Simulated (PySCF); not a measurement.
**F²⁺ (fluorine, charge +2) across methods**

[He] 2s2 2p2 3s1, high-spin 4P determinant (an excited configuration). Computed with PySCF 2.14 in dyall-av3z, with the spin-free X2C one-electron Hamiltonian (Gaussian nucleus).

| method | E (hartree) | mean ε 2s β (eV) | mean ε 2p α (eV) | mean ε 3s α (eV) | Σ⟨r²⟩ (bohr²) | ⟨S²⟩ |
| --- | --- | --- | --- | --- | --- | --- |
| LDA | -95.7930 | -76.082 | -63.632 | -20.193 | 11.92 | 3.750 |
| UHF | -96.25955 | -84.823 | -76.905 | -23.015 | 12.20 | 3.753 |
| BP86 | -96.4554 | -76.556 | -63.781 | -20.267 | 11.89 | 3.751 |
| LC-wPBE | -96.3973 | -81.873 | -69.462 | -23.332 | 11.94 | 3.751 |
| HSE06 | -96.3966 | -78.400 | -66.755 | -20.597 | 11.94 | 3.751 |
| r2SCAN | -96.4211 | -76.816 | -65.150 | -20.239 | 12.02 | 3.752 |
| PBE | -96.3759 | -76.283 | -63.735 | -20.160 | 11.90 | 3.751 |
| BHandHLYP | -96.4638 | -81.477 | -70.559 | -21.620 | 11.96 | 3.752 |

(1) Estimate the same row for PBE0.

The outer electron is Rydberg-like, and this basis confines it to a smaller radius and binds it less than a complete one would.

Results:

(1) E (hartree) = -96.3880; mean ε 2s β (eV) = -78.838; mean ε 2p α (eV) = -67.175; mean ε 3s α (eV) = -20.978; Σ⟨r²⟩ (bohr²) = 11.95; ⟨S²⟩ = 3.751.
